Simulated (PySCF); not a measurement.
This PySCF input asks for the NMR shieldings of SMILES CB(OB)P, CH7B2OP; the geometry comes from PBE0-D3(BJ)/def2-SVP.

```python
import basis_set_exchange as bse
import numpy as np
from pyscf import gto, dft
from pyscf.prop import nmr

atoms = """
B     0.699876    2.327616    0.493604
O     0.436213    1.024456    0.403029
B     0.179561   -0.292283    0.317750
C    -1.216855   -0.796189   -0.197162
P     1.512137   -1.511252    1.020852
H     0.422352    2.907877    1.519473
H     1.208857    2.884586   -0.453693
H    -1.764198   -1.268061    0.637311
H    -1.838034    0.018434   -0.597264
H    -1.107226   -1.575208   -0.967949
H     1.440716   -2.477369   -0.022990
H     2.664957   -0.837695    0.524778
"""
names = dict.fromkeys(["B", "O", "C", "P", "H"], "pcSseg-2")
basis = {el: gto.basis.parse(bse.get_basis(n, elements=[el], fmt="nwchem")) for el, n in names.items()}
mol = gto.M(atom=atoms, basis=basis, charge=0, verbose=0)
mf = dft.RKS(mol, xc="B3LYP")
mf.grids.level = 2
mf.grids.alignment = dft.numint.BLKSIZE   # the property module wants whole blocks of grid points
mf.conv_tol = 1e-9
mf.kernel()

calc = nmr.RKS(mf)   # GIAO
C = mf.mo_coeff
Co = C[:, mf.mo_occ > 0]
resp = mf.gen_response(singlet=True, hermi=2)
def vind(x):   # induced exchange potential for any number of trial vectors
    d = np.einsum("pi,xij,qj->xpq", C, 2 * x.reshape(-1, C.shape[1], Co.shape[1]), Co, optimize=True)
    return np.einsum("xpq,pi,qj->xij", resp(d - d.transpose(0, 2, 1)), C, Co, optimize=True).ravel()
mo1, _ = nmr.rhf.solve_mo1(calc, with_cphf=vind)
sigma = calc.kernel(mo1)
for i, s in enumerate(sigma):   # ppm
    w = np.linalg.eigvalsh((s + s.T) / 2)
    print("%2d %-2s iso %8.1f  s11 %8.1f  s22 %8.1f  s33 %8.1f" % (i, mol.atom_pure_symbol(i), w.mean(), *w))
```

Question: What are the results?

Answer: 
```
 0 B  iso     53.5  s11      8.0  s22     51.0  s33    101.7
 1 O  iso    -15.0  s11   -157.9  s22      7.7  s33    105.2
 2 B  iso     37.6  s11    -31.5  s22     51.9  s33     92.4
 3 C  iso    168.3  s11    151.2  s22    163.9  s33    189.7
 4 P  iso    504.8  s11    438.4  s22    501.5  s33    574.5
 5 H  iso     26.0  s11     25.4  s22     25.6  s33     27.1
 6 H  iso     26.0  s11     25.4  s22     25.5  s33     27.1
 7 H  iso     30.4  s11     27.1  s22     29.2  s33     35.0
 8 H  iso     30.9  s11     27.5  s22     28.7  s33     36.5
 9 H  iso     30.4  s11     26.7  s22     29.8  s33     34.7
10 H  iso     29.1  s11     24.6  s22     28.0  s33     34.6
11 H  iso     29.3  s11     25.2  s22     27.3  s33     35.4
```

These numbers come from an equivalent density-fitted implementation of the same equations, which agrees with the script to about 0.01 ppm for H and up to a few tenths of a ppm for heavy atoms, so last digits may differ.

Size and cost of the density-fitted run: 285 basis functions, 30 s wall time on 1 thread of an Arm Neoverse V1, shared host.
